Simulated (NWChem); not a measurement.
Species: SiH3OBr; SMILES O[SiH2]Br

```xyz
6

Si    -0.5557    -1.0856     0.0058
O      0.7389    -2.1102    -0.0618
Br     0.0913     1.0502    -0.0081
H     -1.3541    -1.3408    -1.2152
H     -1.3499    -1.2606     1.2537
H      1.3769    -2.0751     0.6576
```
Atoms are numbered in this order, from 1.

All runs: NWChem. Structure relaxed at the PBE0/def2-SVP level. Total energies compare along this basis series because the functional is fixed.

```json
[
 {"level": "PBE/pcseg-1", "basis functions": "74", "energy (Ha)": "-2939.8234", "highest occupied level (eV)": "-7.08", "orbital gap (eV)": "6.39", "dipole (D)": "1.50"},
 {"level": "PBE/aug-pcseg-1", "basis functions": "113", "energy (Ha)": "-2939.8358", "highest occupied level (eV)": "-7.18", "orbital gap (eV)": "5.96", "dipole (D)": "1.40"},
 {"level": "PBE/pcseg-2", "basis functions": "149", "energy (Ha)": "-2940.2485", "highest occupied level (eV)": "-7.17", "orbital gap (eV)": "6.18", "dipole (D)": "1.42"},
 {"level": "PBE/STO-3G", "basis functions": "35", "energy (Ha)": "-2907.4629", "highest occupied level (eV)": "-3.24", "orbital gap (eV)": "7.11", "dipole (D)": "2.03"},
 {"level": "PBE/def2-SVP", "basis functions": "79", "energy (Ha)": "-2939.6703", "highest occupied level (eV)": "-6.92", "orbital gap (eV)": "6.59", "dipole (D)": "1.52"}
]
```
